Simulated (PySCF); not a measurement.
Stepwise substitution at one centre (Ge OH-OCH3). All species are isolated molecules in the gas phase. One relaxed conformer stands for each flexible species; it need not be the lowest. Strings in code marks are SMILES. All members: neutral, multiplicity 1. Level: PBE0-D3(BJ)/def2-TZVP // PBE0-D3(BJ)/def2-SVP (PySCF). Delta-SCF ions had no search for a lower state.  The removal energy is E(N − 1 electrons) − E(N electrons) at the parent's geometry; ε(HOMO) is measured against the vacuum level.

```json
[
 {"species": "`C[O][Ge]([O]C)([O]C)[O]C`", "−ε(HOMO) (eV)": "8.05", "vertical ionisation energy (Delta-SCF) (eV)": "9.73"},
 {"species": "`C[O][Ge]([OH])([O]C)[O]C`", "−ε(HOMO) (eV)": "8.09", "vertical ionisation energy (Delta-SCF) (eV)": "9.87"},
 {"species": "`C[O][Ge]([OH])([OH])[O]C`", "−ε(HOMO) (eV)": "8.15", "vertical ionisation energy (Delta-SCF) (eV)": "10.07"},
 {"species": "`C[O][Ge]([OH])([OH])[OH]`", "−ε(HOMO) (eV)": "8.27", "vertical ionisation energy (Delta-SCF) (eV)": "withheld"},
 {"species": "`[OH][Ge]([OH])([OH])[OH]`", "−ε(HOMO) (eV)": "9.21", "vertical ionisation energy (Delta-SCF) (eV)": "11.38"}
]
```

Task: Fit vertical ionisation energy (Delta-SCF) = a + b·x to the 4 complete rows by least squares, with x = −ε(HOMO) in eV. Give a, b and the rms residual, and predict the withheld value.

Result: Means of the 4 rows: x̄ = 8.375, ȳ = 10.263 eV. Σ(x − x̄)² = 0.9347 and Σ(x − x̄)(y − ȳ) = 1.2614, so b = 1.350 and a = ȳ − b·x̄ = -1.043 eV. The rms residual is 0.073 eV. At x = 8.27 the line gives 10.12 eV. The run for `C[O][Ge]([OH])([OH])[OH]` gave 10.49 eV, so the line is off by 0.37 eV, more than twice the rms residual.

Codes: PySCF.
